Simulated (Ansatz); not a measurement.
`[OH][Ti]([F])([Cl])[SeH]` and `[OH][Ti]([F])([SH])[Cl]` differ in one atom or group.

Ansatz, PBE0-D4/def2-TZVP geometries, multiplicity 1. Each molecule was computed in one conformer, which needn't be the lowest.

Scalar relativity is left out up to krypton.

```tsv
property	`[OH][Ti]([F])([Cl])[SeH]`
size of the dipole moment (B3LYP/def2-TZVPP) / D	2.18
HOMO energy (B3LYP/def2-TZVPP) / eV	-7.28
HOMO energy (ωB97M-V/def2-TZVPP) / eV	-9.58
LUMO energy (ωB97M-V/def2-TZVPP) / eV	-0.66
LUMO energy (B3LYP/def2-TZVPP) / eV	-3.02
HOMO–LUMO gap (B3LYP/def2-TZVPP) / eV	4.26
```

(1) Give the same properties after the change, and the shifts. (An estimate is asked.)

Results:

(1) Ansatz gave: 
```
                                        property  `[OH][Ti]([F])([SH])[Cl]`  shift
size of the dipole moment (B3LYP/def2-TZVPP) / D                       2.04  -0.14
             HOMO energy (B3LYP/def2-TZVPP) / eV                      -7.72  -0.44
           HOMO energy (ωB97M-V/def2-TZVPP) / eV                     -10.10  -0.52
           LUMO energy (ωB97M-V/def2-TZVPP) / eV                      -0.57   0.09
             LUMO energy (B3LYP/def2-TZVPP) / eV                      -2.99   0.03
           HOMO–LUMO gap (B3LYP/def2-TZVPP) / eV                       4.74   0.48
```

Dipoles are sizes alone; their direction can turn.

B3LYP here is the variant with VWN-RPA as its local correlation; programs differ in this.

Spin–orbit coupling is left out; it splits and shifts lone-pair levels of the heavy atoms by tenths of an eV.
